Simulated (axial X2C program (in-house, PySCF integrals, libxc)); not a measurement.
## Which molecule gave these maps?

PBE0 fields computed with an in-house all-electron X2C program for linear molecules (integrals from PySCF), scalar-relativistic, near the equilibrium distance, one atom at z = 0.

The maps cover the half plane through the axis: z from -2.4 to 4.5 Å along the bond, ρ from 0.15 to 2.25 Å away from it (steps of 0.3 Å, the bottom row nearest the axis).

log10 of the density in e/bohr³:

digits 0 to 9 span -4.73 to 1.44 evenly
```
001112222222222222222211
011222333333333333332221
012233444443333333333322
112334445544444444443332
123344555555444444444332
123445666665555555544433
223455677766555676554433
223456689866556897554433
```

Electron localisation function (collinear form, no current term, damped to 0 at low density):

digits 0 to 9 span 0.00 to 1.00 evenly
```
000000111110000134553100
000012334321001368998620
000124556553112589999972
001246777765322689999996
001467888876433358999998
002578864677631001799999
013578513147720572199999
013677272717713857079999
```

Question: Which molecule is it?
A. AlBr
B. BBr
C. GaC
D. GeN⁺

Answer: A. AlBr, with Br at z = 0 and Al at z = 2.321 Å, state M_S = 0, Λ = 0 (closed shell), basis Br dyall-cv3z [8s9p6d4f1g], Al dyall-v3z [8s8p2d1f] (cores contracted in-house). The state is a single determinant with fixed occupations, the lowest that a limited PBE0 search found.
